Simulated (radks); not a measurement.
Results of a calculation; reference values are marked as such.
The thallium ion Tl36+, 45 electrons, occupied as [Kr] 4d9.

Level of theory: scalar-relativistic Kohn-Sham, r2SCAN, spin-polarised, spherical densities, finite nucleus; open shells are filled with parallel spins first (spin-orbit coupling, left out, can overturn this in heavy ions); meta-GGA in the generalised Kohn-Sham scheme; Fermi nuclear charge, rms radius 5.4759 fm (a radial shooting solver on a logarithmic mesh with Libxc functionals).

Energy parts (eV):
| part | energy |
|---|---|
| total | -531013.72 |
| kinetic | 600297.28 |
| electron-nucleus | -1254749.09 |
| Hartree | 132119.84 |
| exchange-correlation | -8681.75 |

Orbitals (lengths in bohr, moments of r in powers of bohr; r(90%) holds 90 % of the orbital's charge):
[
 {"orbital": "1s up", "occ.": "1", "eigenvalue (eV)": "-87153.11", "<r>": "0.01632", "r(90%)": "0.0299"},
 {"orbital": "1s down", "occ.": "1", "eigenvalue (eV)": "-87153.11", "<r>": "0.01632", "r(90%)": "0.0299"},
 {"orbital": "2s up", "occ.": "1", "eigenvalue (eV)": "-16761.36", "<r>": "0.06876", "r(90%)": "0.107"},
 {"orbital": "2s down", "occ.": "1", "eigenvalue (eV)": "-16759.66", "<r>": "0.06876", "r(90%)": "0.107"},
 {"orbital": "2p up", "occ.": "3", "eigenvalue (eV)": "-14621.78", "<r>": "0.06237", "r(90%)": "0.102"},
 {"orbital": "2p down", "occ.": "3", "eigenvalue (eV)": "-14620.41", "<r>": "0.06237", "r(90%)": "0.102"},
 {"orbital": "3s up", "occ.": "1", "eigenvalue (eV)": "-5123.231", "<r>": "0.1764", "r(90%)": "0.258"},
 {"orbital": "3s down", "occ.": "1", "eigenvalue (eV)": "-5122.892", "<r>": "0.1764", "r(90%)": "0.258"},
 {"orbital": "3p up", "occ.": "3", "eigenvalue (eV)": "-4503.488", "<r>": "0.1778", "r(90%)": "0.265"},
 {"orbital": "3p down", "occ.": "3", "eigenvalue (eV)": "-4502.998", "<r>": "0.1778", "r(90%)": "0.265"},
 {"orbital": "3d up", "occ.": "5", "eigenvalue (eV)": "-3866.981", "<r>": "0.1611", "r(90%)": "0.249"},
 {"orbital": "3d down", "occ.": "5", "eigenvalue (eV)": "-3865.818", "<r>": "0.1611", "r(90%)": "0.249"},
 {"orbital": "4s up", "occ.": "1", "eigenvalue (eV)": "-2144.694", "<r>": "0.3668", "r(90%)": "0.520"},
 {"orbital": "4s down", "occ.": "1", "eigenvalue (eV)": "-2141.362", "<r>": "0.3669", "r(90%)": "0.520"},
 {"orbital": "4p up", "occ.": "3", "eigenvalue (eV)": "-1922.702", "<r>": "0.3821", "r(90%)": "0.546"},
 {"orbital": "4p down", "occ.": "3", "eigenvalue (eV)": "-1919.439", "<r>": "0.3822", "r(90%)": "0.546"},
 {"orbital": "4d up", "occ.": "5", "eigenvalue (eV)": "-1672.613", "<r>": "0.3846", "r(90%)": "0.561"},
 {"orbital": "4d down", "occ.": "4", "eigenvalue (eV)": "-1669.298", "<r>": "0.3847", "r(90%)": "0.561"},
 {"orbital": "5s up", "occ.": "0", "eigenvalue (eV)": "-1144.931", "<r>": "0.6530", "r(90%)": "0.907"},
 {"orbital": "5s down", "occ.": "0", "eigenvalue (eV)": "-1143.239", "<r>": "0.6538", "r(90%)": "0.908"},
 {"orbital": "5p up", "occ.": "0", "eigenvalue (eV)": "-1050.118", "<r>": "0.6861", "r(90%)": "0.957"},
 {"orbital": "5p down", "occ.": "0", "eigenvalue (eV)": "-1048.613", "<r>": "0.6870", "r(90%)": "0.958"}
]

The highest occupied level is 4d down at -1669.3 eV. Summed over all electrons, <r^2> = 3.449 bohr^2, which gives a Langevin (diamagnetic) susceptibility term of -2.73 x 10^-6 cm^3/mol. The density falls to 0.001 e/bohr^3 at r = 1.07 bohr. The spin density at the nucleus is -4.05 e/bohr^3 (1s -0.62, 2s -19.39, 3s 6.17, 4s 9.79).
